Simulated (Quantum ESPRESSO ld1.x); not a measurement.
Values are calculated unless marked as measured or tabulated.
Species: the titanium ion Ti2+. Configuration: [Ne] 3s2 3p4 3d2 4p2 (not the ground configuration). Level of theory: Dirac Kohn-Sham, PBE, spin-unpolarised, spherical densities, point nucleus; open shells are shared between the two j in proportion to 2j + 1 (ld1.x of Quantum ESPRESSO 7.5).

Radial electron density D(r) = 4 pi r^2 rho(r):

| r (bohr) | D(r) (e/bohr) |
|---|---|
| 0.008608 | 4.792 |
| 0.009784 | 5.858 |
| 0.01121 | 7.197 |
| 0.01274 | 8.664 |
| 0.0146 | 10.45 |
| 0.01659 | 12.33 |
| 0.01901 | 14.50 |
| 0.0216 | 16.67 |
| 0.02475 | 19.02 |
| 0.02835 | 21.28 |
| 0.03222 | 23.18 |
| 0.03692 | 24.81 |
| 0.04196 | 25.80 |
| 0.04807 | 26.17 |
| 0.05464 | 25.81 |
| 0.0626 | 24.73 |
| 0.07114 | 23.25 |
| 0.08151 | 21.52 |
| 0.09338 | 20.07 |
| 0.1061 | 19.38 |
| 0.1216 | 19.68 |
| 0.1382 | 21.00 |
| 0.1583 | 23.23 |
| 0.18 | 25.54 |
| 0.2062 | 27.38 |
| 0.2343 | 27.80 |
| 0.2685 | 26.35 |
| 0.3076 | 23.01 |
| 0.3496 | 18.73 |
| 0.4005 | 14.04 |
| 0.4552 | 10.48 |
| 0.5215 | 8.314 |
| 0.5927 | 7.830 |
| 0.6791 | 8.388 |
| 0.7718 | 9.073 |
| 0.8842 | 9.174 |
| 1.013 | 8.281 |
| 1.151 | 6.708 |
| 1.319 | 4.769 |
| 1.499 | 3.169 |
| 1.718 | 1.999 |
| 1.952 | 1.406 |
| 2.237 | 1.146 |
| 2.542 | 1.044 |
| 2.912 | 0.9172 |
| 3.337 | 0.7115 |
| 3.792 | 0.4796 |
| 4.345 | 0.2627 |
| 4.938 | 0.1240 |
| 5.657 | 0.04471 |
| 6.43 | 0.01347 |
| 7.367 | 0.002825 |
| 8.373 | 0.0004810 |

D(r) has 3 maxima, at r = 0.0481, 0.227, 0.843 bohr, and minima at 0.110, 0.583 bohr, inside which lie 2.14, 10.54 electrons.
